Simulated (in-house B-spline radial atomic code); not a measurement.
Values are calculated unless marked as measured or tabulated.
C6 from the polarisability at imaginary frequency: the strontium ion Sr²⁺

LDA VWN5 linear response of the closed shell [Ar] 3d10 4s2 4p6, from an all-electron radial atomic-structure program (B-spline basis); scalar-relativistic (spin-free one-electron X2C), finite nucleus, no spin-orbit coupling; shells from n = 2 respond.

The dispersion coefficient of two like species is C6 = (3/π) ∫ α(iu)² du from 0 to ∞.

```json
{"u (hartree)": "0", "α(iu) (bohr³)": "5.936"}
{"u (hartree)": "0.156", "α(iu) (bohr³)": "5.809"}
{"u (hartree)": "0.364", "α(iu) (bohr³)": "5.312"}
{"u (hartree)": "0.624", "α(iu) (bohr³)": "4.435"}
{"u (hartree)": "1.04", "α(iu) (bohr³)": "3.115"}
{"u (hartree)": "1.56", "α(iu) (bohr³)": "2.02"}
{"u (hartree)": "2.34", "α(iu) (bohr³)": "1.175"}
{"u (hartree)": "3.64", "α(iu) (bohr³)": "0.6137"}
{"u (hartree)": "5.2", "α(iu) (bohr³)": "0.3615"}
{"u (hartree)": "7.79", "α(iu) (bohr³)": "0.2005"}
{"u (hartree)": "13", "α(iu) (bohr³)": "0.09452"}
{"u (hartree)": "26", "α(iu) (bohr³)": "0.03166"}
```

**Question.** Fit one oscillator, α(iu) = α(0)/(1 + u²/ω²), through u = 0.624 and estimate C6.

**Answer.** From α(0)/α(iu) − 1 = 5.936/4.435 − 1 = 0.3384, ω = u/√0.3384 = 1.0726 hartree (29.2 eV). London's formula gives C6 = (3/4) α(0)² ω = 0.75 × 5.936² × 1.0726 = 28.35 hartree·bohr⁶, and the oscillator holds f = α(0) ω² = 6.83 electrons, of a sum of oscillator strengths of 34.6.

**Question.** How does that compare with the full integral?

**Answer.** The program's quadrature over all excitations gives C6 = 29.55, so the single oscillator is off by -4.1 %. At the last point the fit gives α = 0.0101 against 0.0317: higher excitations, and deeper shells where there are any, keep the true curve higher at large u.
